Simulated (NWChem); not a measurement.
Species: C2H5ClTe; SMILES CC[Te]Cl

```xyz
9

Te    -0.7133     0.1227    -0.0442
Cl     1.2005     1.5387     0.0463
C      0.3730    -1.6420     0.5712
C      1.4712    -2.0589    -0.3820
H     -0.4177    -2.4050     0.6709
H      0.7517    -1.4232     1.5798
H      2.2148    -1.2560    -0.4955
H      1.0759    -2.2987    -1.3801
H      1.9930    -2.9502     0.0044
```
Atoms are numbered in this order, from 1.

Results from NWChem. Structure relaxed at the PBE0/def2-SVP level. def2 effective core potentials on Te; no spin-orbit coupling.

For level CAM-B3LYP/def2-SVP:

* **highest occupied level (eV)**: -7.30
* **orbital gap (eV)**: 6.24

Q: Estimate the same quantities for level B3LYP/def2-SVP.

A: 
| Item | Value |
|---|---|
| highest occupied level (eV) | -5.81 |
| orbital gap (eV) | 3.45 |
